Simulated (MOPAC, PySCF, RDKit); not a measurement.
Pair of molecules: H2O (SMILES O) (first 3 atoms) with CH3F (SMILES CF); geometry from B3LYP-D3(BJ)/def2-TZVP, rigid monomers moved along the line of their centres of mass till H3···F5 is 1.80 Å.
(charge 0, multiplicity 1):
```xyz
8

O     -0.1214    -0.0633     0.5828
H      0.0078     0.6366    -0.0644
H     -0.4799     0.3723     1.3672
C      0.4519    -0.3140     3.6088
F     -0.4838     0.6250     3.1501
H     -0.0797    -1.0670     4.1893
H      0.9342    -0.7630     2.7420
H      1.1778     0.2078     4.2313
```

Counterpoise-corrected where a basis set is named; no monomer relaxation. RDKit's UFF carries no charges.

Rows in 6-31G* carry no dispersion term and start afresh at each structure (6-31G* with six Cartesian d functions). The state reached by AM1 isn't checked.

Run with MOPAC for AM1 (differences of heats of formation); PySCF for 6-31G* rows; RDKit for the force fields. 

One of these levels gives -38.2 meV for the interaction energy. Which?
A) AM1
B) MMFF94
C) UFF
D) HF/6-31G*

A, AM1. The others give -113.8 (MMFF94), 1467.8 (UFF), -65.5 (HF/6-31G*)
